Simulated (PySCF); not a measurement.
C₃H₇Si, charge +1, multiplicity 1. Atoms are numbered in the order given.

```xyz
11

C      1.2994     0.0044     0.0000
C      0.3217    -0.0028     1.2313
Si    -1.0386     0.0008     0.0000
C      0.3217    -0.0028    -1.2313
H      1.9357     0.9008     0.0000
H      1.9512    -0.8807     0.0000
H      0.3822    -0.8897     1.8900
H      0.3813     0.8735     1.9038
H     -2.5298     0.0094     0.0000
H      0.3813     0.8735    -1.9038
H      0.3822    -0.8897    -1.8900
```
Charge +1, spin multiplicity 1.

The structure is a stationary point at r2SCAN-D4/def2-SVP. A frequency run showed that this geometry is not a minimum. The multiplicity is an assumed one; no other spin state was optimised. The isomer is the one that the SMILES or the coordinates give; other isomers of the formula were not compared.

Computed with SMD-M06-2X/6-31G* (PySCF).

Solvation free energies are E(SMD) − E(gas) at the gas-phase geometry, for 1 M in both phases.

Question: Rank water, benzene, N,N-dimethylformamide by solvation free energy, most negative first.

Answer: N,N-dimethylformamide (-59.3 kcal/mol), water (-57.2 kcal/mol), benzene (-35.8 kcal/mol)
